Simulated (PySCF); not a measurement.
Harmonic spectrum computed at PBE0 in the def2-TZVP basis family (core potentials from Rb on, PySCF, no spin–orbit coupling):

| symmetry | ω (cm⁻¹) | IR (km/mol) |
| --- | --- | --- |
| a' | 470 | 15.6 |
| a'' | 530 | 4.0 |
| a' | 1126 | 79.3 |
| a' | 1243 | 86.9 |
| a' | 2410 | 134 |
| a' | 3800 | 162 |

Task: Which molecule gave it? In each, all ligands are bound to the one heavy central atom.
A. MoN(OH) (triplet)
B. ZrN(OH) (singlet)
C. TiN(OH) (singlet)
D. SeN(OH) (singlet)
E. CN(OH) (singlet)

Result: E. It has Cs symmetry with C–N 1.153 Å, C–O 1.290 Å, O–H 0.966 Å.
